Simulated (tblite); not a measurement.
C5H5N2S (doublet state).
Z-matrix (Å and degrees, GFN2-xTB geometry), rows numbered from 1:
```
C 
N   1  1.2598
S   2  1.6850  1  107.12
C   3  1.7661  2   89.59  1    -0.03
C   4  1.4495  3  123.51  2  -179.95
C   5  1.5111  4  119.40  3    34.09
C   6  1.4870  5   60.52  4  -108.48
N   4  1.3040  3  111.61  2     0.03
H   5  1.0824  4  112.92  3   179.81
H   6  1.0797  5  117.32  7   108.65
H   6  1.0789  5  117.27  7  -109.52
H   7  1.0797  5  117.28  6  -108.60
H   7  1.0789  5  117.24  6   109.54
```

Calculated harmonic vibrations of the isolated species, GFN2-xTB (tblite), most abundant isotopes, no scaling. Against measured fundamentals such values can be off by several per cent, at times by over 20. One conformer, not necessarily the lowest. Open shells enter through the occupations alone, without spin polarisation, and single modes of such species can be off by tens of per cent.

Harmonic wavenumbers (cm⁻¹): 55.9, 155.6, 158.4, 335.2, 386.9, 515.1, 526.2, 606.7, 621.0, 638.5, 791.8, 812.3, 868.7, 933.6, 935.0, 1022.3, 1069.1, 1072.1, 1077.6, 1149.8, 1174.8, 1221.1, 1237.8, 1333.6, 1424.5, 1465.3, 1485.9, 1562.7, 3065.3, 3090.1, 3090.7, 3100.8, 3118.1.

A = 4399, B = 1415, C = 1168 MHz; mass 125.017 u (most abundant isotopes); point group Cs, symmetry number 1; spin multiplicity 2.

Question: What is the zero-point energy?

Answer: ½Σν̃ = 20051 cm⁻¹ = 239.86 kJ/mol.

Question: Give the ideal-gas entropy at 350 K and 1 bar in the rigid-rotor, harmonic-oscillator model (classical rotation).

Answer: Translation 172.41, rotation 119.92, vibration 80.65, spin (R ln 2) 5.76: S = 378.7 J/(mol K).

Question: And Cp and H(350 K) − H(0)?

Answer: Cp = 131.89 J/(mol K), of which vibrations give 98.63 (their classical limit is 33 R = 274.4); H(350 K) − H(0) = 27.29 kJ/mol without the zero-point energy, 15.65 from vibrations.

Question: Which modes carry the vibrational entropy at 350 K?

Answer: 55.9 cm⁻¹: 20.56; 155.6 cm⁻¹: 12.17; 158.4 cm⁻¹: 12.03; 335.2 cm⁻¹: 6.28; 386.9 cm⁻¹: 5.28; 515.1 cm⁻¹: 3.47 J/(mol K); the other 27 give 20.87 together.

Question: How do the functions run with temperature in this model?

Answer: 
| T (K) | S (J/(mol K)) | Cp (J/(mol K)) | H − H(0) (kJ/mol) | G − H(0) (kJ/mol) | ln q(vib) |
| --- | --- | --- | --- | --- | --- |
| 100 | 273.7 | 55.6 | 4.37 | -23.00 | 0.83 |
| 200 | 320.0 | 82.6 | 11.20 | -52.80 | 2.14 |
| 300 | 359.7 | 115.6 | 21.10 | -86.81 | 3.57 |
| 500 | 433.1 | 173.1 | 50.32 | -166.22 | 6.70 |
| 800 | 526.6 | 223.0 | 110.57 | -310.67 | 11.55 |
| 1000 | 578.6 | 242.8 | 157.28 | -421.30 | 14.62 |

q(vib) and H(0) count from the zero-point level.

Hindered rotation and anharmonicity are outside this model. Other conformers, if any are populated, would add a mixing term that is left out.
